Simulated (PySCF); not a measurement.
Job for PySCF: R-B3LYP/LANL2DZ on H3NSTe (SMILES N[Te]S), a point of a torsion scan.

```python
from pyscf import gto, scf, dft, mp
from pyscf.data.elements import chemcore

mol = gto.M(
    atom='''
    N    -1.41336013    0.11137689    0.17628547
    Te    0.02576959   -0.94672857    1.12164128
    S     1.91450078   -0.51029977   -0.35722204
    H    -1.23362069    1.10460036    0.12683932
    H    -1.64091688   -0.22422687   -0.74966366
    H     1.50008347    0.69110150   -0.73312937
    ''',
    basis='lanl2dz',
    ecp={'S': 'lanl2dz', 'Te': 'lanl2dz'},
    charge=0, spin=0, verbose=3, max_memory=1800)
mf = dft.RKS(mol, xc='b3lyp')
mf.conv_tol = 1e-8
mf.max_cycle = 100
mf.kernel()
if not mf.converged:
    mf = mf.newton().run(mf.mo_coeff, mf.mo_occ)
```

### Question
What total energy does the run end on?

### Answer
-74.6813 hartree.
